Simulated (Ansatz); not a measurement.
# Ligand exchange: C4H9Br + Ge(CH3)3Cl → C4H9Cl + Ge(CH3)3Br

Gas-phase species: C4H9Br (1-bromobutane) `CCCCBr`, singlet; Ge(CH3)3Cl (chlorotrimethylgermane), singlet; C4H9Cl `CCCCCl`, singlet; Ge(CH3)3Br, singlet. The partners trade Br for Cl: C–Br and Ge–Cl bonds give way to C–Cl and Ge–Br.

Shapes, held fixed at every level: PBE0-D4/def2-TZVP. Flexible molecules stand in one conformer, not always the lowest. Programs: Ansatz 0.2.0. The zero-point and thermal change to 298 K, harmonic and unscaled (PBE0-D4/def2-TZVP), is +0.8 kJ/mol.

Task: Estimate ΔH(298 K) of this reaction.

Result: The highest level, CCSD(T)/def2-TZVPP, gives ΔH(298 K) = +3.0 kJ/mol; the levels span -2.1 to +3.0. That is about zero within the method's error. They disagree on the sign: 3 of 7 are positive. The column of differences is taken from that level and isn't an error. No measured value is set beside it here. Relativity is left out for Br, Ge. Outer-core shells of Br, Ge are correlated, in sets that cover them unevenly.

```csv
level,kind,ΔH(298 K) (kJ/mol),less CCSD(T)/def2-TZVPP
HF/def2-TZVPP,Hartree–Fock,-1.3,-4.3
SPW92/def2-TZVPP,LDA,-1.2,-4.2
PBE-D4/def2-TZVPP,GGA,0.0,-3.0
B3LYP-D4/def2-TZVPP,global hybrid,+0.7,-2.3
PBE0-D4/def2-TZVPP,global hybrid,-1.0,-4.0
CCSD/def2-SVP,coupled cluster or CI,-2.1,-5.1
CCSD(T)/def2-TZVPP,coupled cluster or CI,+3.0,0.0
```
